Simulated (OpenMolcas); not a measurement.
# Te: effect of the active space

| Property | Result |
| --- | --- |
| Program | OpenMolcas 26.06 |
| Method | CASSCF or its RAS form |
| Basis | ANO-R1 |
| Scalar Hamiltonian | X2C, finite nucleus |
| Spin-orbit coupling | RASSI with atomic mean-field integrals over the reference wave functions, term energies averaged over their components |

A. 4 electrons in 3 orbitals (5p); 2S+1 = 3 even, 3 roots; 2S+1 = 1 even, 6 roots; cost of the order of 2.4 core-seconds
B. 6 electrons in 4 orbitals (5s 5p); 2S+1 = 3 even, 3 roots; 2S+1 = 1 even, 6 roots; 2S+1 = 3 odd, 3 roots (0 in the spin-orbit step); cost roughly 7 core-seconds
C. 6 electrons in 9 orbitals (RAS2 5s 5p; RAS3 5d, at most 2 electrons); 2S+1 = 3 even, 3 roots; 2S+1 = 1 even, 6 roots kept (CI in the orbitals of an earlier block); cost roughly 21 core-seconds

Energies in cm-1 above 5s2 5p4 3P2, the measured ground level; measured values from NIST Handbook of Basic Atomic Spectroscopic Data.

| Level | A | B | C | Measured |
| --- | --- | --- | --- | --- |
| 5s2 5p4 3P2 | 0.0 | 0.0 | 0.0 | 0.0 |
| 5s2 5p4 3P1 | 4017 | 4018 | 4077 | 4751 |
| 5s2 5p4 3P0 | 4646 | 4347 | 4532 | 4706 |
| 5s2 5p4 1D2 | 12406 | 12408 | 12004 | 10558 |
| 5s2 5p4 1S0 | 27422 | 22398 | 24351 | 23198 |

Deviations, from unrounded energies. A percentage is the sum of absolute deviations over the sum of measured energies, with the sign that they share, or ± where signs differ.

```json
{"Against measurement": "mean absolute deviation (cm-1)", "Levels": "4", "A": "1700", "B": "940", "C": "860"}
{"Against measurement": "fine structure of the ground term (%)", "Levels": "2", "A": "-8.4", "B": "-11.5", "C": "-9.0"}
{"Against measurement": "other terms of the ground configuration (%)", "Levels": "2", "A": "+18.0", "B": "±7.9", "C": "+7.7"}
```

C lies closest to measurement on these levels and A furthest from it. The largest miss of C in the table is 5s2 5p4 1D2, by +1400 cm-1. The ranking rests on the paired levels alone, and a cruder setting can come out closer through cancelling errors.

Among A to C the level of the table that moves most is 5s2 5p4 1S0, by 5000 cm-1 (lowest in B, highest in A).

With the s shell closed, the reference lacks s² → p² mixing (holds for A). Some high roots are left out of the spin-orbit mixing, which shifts the levels that they would mix with (holds for B). Terms from blocks run as CI alone lack orbitals of their own (holds for C). Active for correlation alone: 5d; no level in the range computed is led by a configuration that fills it, so any true level of that kind is missing (holds for C). Measured partners are found by configuration, term and J. A level has none where our copy of the source lacks it or the pairing is in doubt (some pairs that miss far off the trend of their configuration count as doubtful), and it then counts in no deviation. Only configurations of the active space appear.
